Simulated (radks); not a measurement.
Task: The niobium ion Nb21+, configuration [Ne] 3p6 3d2 4d2 (not the ground configuration). Method: scalar-relativistic Kohn-Sham, SCAN, spin-polarised, spherical densities, finite nucleus; open shells are filled with parallel spins first (spin-orbit coupling, left out, can overturn this in heavy ions); meta-GGA in the generalised Kohn-Sham scheme; Fermi nuclear charge, rms radius 4.324 fm; computed with a radial shooting solver on a logarithmic mesh with Libxc functionals. Some entries of the table are withheld. Estimate them.

orbital  occ.  eigenvalue (eV)  <r^2> (bohr^2)
1s up       1        -19744.81        0.001758
1s down     1        -19744.65        0.001757
2s up       1        -3524.486         0.02894
2s down     1        -3515.416         0.02885
2p up       3        -3242.110         0.02278
2p down     3        -3235.272         0.02268
3p up       3              (1)          0.1790
3p down     3              (2)          0.1793
3d up       2        -951.4442          0.1472
4d up       2        -475.1470          0.7287

Result: 
(1) 3p up eigenvalue (eV): -1081.019
(2) 3p down eigenvalue (eV): -1073.486
